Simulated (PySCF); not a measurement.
How the method changes the constants of BeSb

State: ⁴Σ⁻ (quartet), unpaired electrons σ ↑, π ↑↑. Set-up: basis Be x2c-SVPall, Sb x2c-SVPall; spin-free X2C with a Gaussian nucleus; PySCF 2.14. De refers to Be + Sb in their high-spin ground configurations, without counterpoise correction. The functionals are run spin-unrestricted. A positive dipole means Be(−)Sb(+).

| Level | Re (Å) | ωe (cm⁻¹) | De (eV) | μ (D) | CPU s a point (SCF and correlation, without the integrals) |
| --- | --- | --- | --- | --- | --- |
| UHF | 2.431 | 450 | 0.66 | -0.41 | 0.077 |
| UHF-MP2 | 2.432 | 451 | 0.68 | n/a | 0.13 |
| UHF-SCS-MP2 | 2.446 | 438 | 0.55 | n/a | n/a |
| UHF-CCSD | 2.478 | 387 | 0.291 | n/a | n/a |
| UHF-CCSD(T) | 2.481 | 387 | 0.347 | n/a | 1.2 |
| LDA | 2.378 | 472 | 1.64 | 0.66 | 0.31 |
| PBE | 2.417 | 448 | 1.32 | 0.61 | 0.55 |
| r²SCAN | 2.414 | 457 | 1.39 | 0.24 | 0.78 |
| M06-L | 2.422 | 456 | 1.34 | 0.71 | 0.85 |
| PBE0 | 2.405 | 459 | 1.24 | 0.31 | 0.86 |
| CAM-B3LYP | 2.391 | 465 | 1.10 | 0.23 | 1.2 |
| B2PLYP | 2.420 | 450 | 0.95 | 0.05 | 0.54 |

The bond length runs from 2.378 Å (LDA) to 2.481 Å (UHF-CCSD(T)). De spans 0.29 eV (UHF-CCSD, coupled cluster) to 1.64 eV (LDA, local density). Correlation at CCSD(T) changes the Hartree–Fock bond energy by -0.31 eV; the triples alone change it by +0.06 eV.

Correlated steps freeze 18 core orbitals. Correlated levels converge slowly with the basis: in double zeta they bind strong bonds too weakly, by up to about 1 eV, and carry superposition errors of some tenths. These are scalar-relativistic numbers at best; spin–orbit coupling would shift them, the dissociation energy most. Counting both spins, an empty level lies below a filled one in some of these solutions, because spin and occupation are held. B2PLYP dipoles, levels and charges come from its SCF part alone. The state was picked by a PBE0 search and need not be the measured ground state.

The whole job (state search and all levels along the bond) took about 1.9 min on 1 thread of Arm Neoverse V2 (shared host), peak memory 0.52 GiB.
